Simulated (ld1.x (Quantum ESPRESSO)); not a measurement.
## osmium: one change to an ultrasoft potential, before and after

| Quantity | Value |
| --- | --- |
| Element | osmium |
| Generator | ld1.x (Quantum ESPRESSO) 7.5 |
| Type | ultrasoft |
| Functional | LDA (PZ) |
| Relativity | fully relativistic |
| Frozen core | [Kr] 4d10 4f14 |
| Valence charge | 16 |
| Reference configuration | 5s2 5p6 5d6 6s2 6p0 |
| Partial waves | 5s (bound): rcut 1.35, rcutus 1.55 bohr; 6s (bound): rcut 1.35, rcutus 1.55 bohr; 5p (bound): rcut 2.20, rcutus 2.45 bohr; 6p (bound, empty): rcut 2.20, rcutus 2.45 bohr; 5d (bound): rcut 2.50, rcutus 2.65 bohr; 5d channel at 1.05 Ry: rcut 2.50, rcutus 2.65 bohr |
| Local potential | all-electron potential smoothed inside 2.40 bohr (lloc = -1) |
| Core correction | a·sin(br)/r model core inside 1.25 bohr |
| Augmentation charge | PSQ, inside the norm-conserving radii |

Open shells are filled in proportion to 2j + 1 (rel_dist='average').

Change: waves 5p (bound): rcut 2.20, rcutus 2.70 bohr; 6p (bound): rcut 2.20, rcutus 2.70 bohr.

Cutoffs: the cutoffs (Ry, on a coarse ladder) from which the occupation-weighted sum of valence levels, in a spherical-Bessel basis at the reference potential, stays within 10 and 1 mRy of its value at 400 Ry; they do not see the model core or the augmentation charge, which bear on the density cutoff. Errors are all-electron minus pseudo energies relative to the spin-unpolarised reference configuration.

Question: What does the change do?

Answer: The potential gets neither clearly harder nor softer (30 Ry and 45 Ry → 30 Ry and 45 Ry); the s channel sets the loose cutoff, while the largest relative change is in p, which becomes softer; the number of tests with a reliable result goes from 6 to 0 (the test run of the changed file stopped, so its transferability is not established); neither file shows a bound ghost.

```csv
quantity,base,changed
"cutoff, loose",30 Ry,30 Ry
"cutoff, tight",45 Ry,45 Ry
loose cutoff by channel (10 mRy a level),"s 25 Ry, p 12 Ry, d 12 Ry","s 25 Ry, p 10 Ry, d 12 Ry"
bound ghosts,none,none
tests with a reliable result,6 of 7,0 of 7 (the test run stopped)
lowest overlap eigenvalue by channel,"s 0.19, p1/2 0.79, p3/2 0.80, d3/2 0.14, d5/2 0.16","s 0.19, p1/2 0.65, p3/2 0.69, d3/2 0.14, d5/2 0.16"
```
